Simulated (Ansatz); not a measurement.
Tl4H5. Charge 0, multiplicity 2. Geometry PBE-D4/def2-SVP, basis def2-TZVP, Ansatz.

Cartesian coordinates in Å:
```
Tl 1.409 0.279 -1.942
Tl 1.131 -1.780 1.169
Tl 0.267 2.322 1.572
Tl -1.900 -0.097 -0.233
H -1.132 -1.487 0.840
H 1.194 0.592 0.495
H -1.632 1.526 0.852
H 1.557 -1.615 -0.930
H -0.893 0.260 -1.824
```

```tsv
run	HOMO (eV)	LUMO (eV)
A	-4.98	-3.11
B	-4.26	-3.79
C	-4.52	-3.61
D	-4.63	-3.46
E	-5.61	-2.40
```

In the def2 sets Tl takes a core potential; there is no spin–orbit coupling. HSE06 is defined as in plane-wave codes, on full-range PBE exchange. The structure comes from a short search, and lower isomers may exist.

HOMO and LUMO are taken over both spins.

Question: The runs used BHLYP, HSE06, PBE, PBE0, r2SCAN. Estimate which is which.

Answer: A PBE0 (25 % exact exchange); B PBE (0 % exact exchange); C r2SCAN (0 % exact exchange); D HSE06 (range-separated); E BHLYP (50 % exact exchange). Exact exchange lowers occupied and raises empty levels; among semilocal functionals meta-GGAs tend to open the gap a little, and such runs are hard to tell apart. The gap grows from 0.47 eV (PBE) to 3.20 eV (BHLYP).
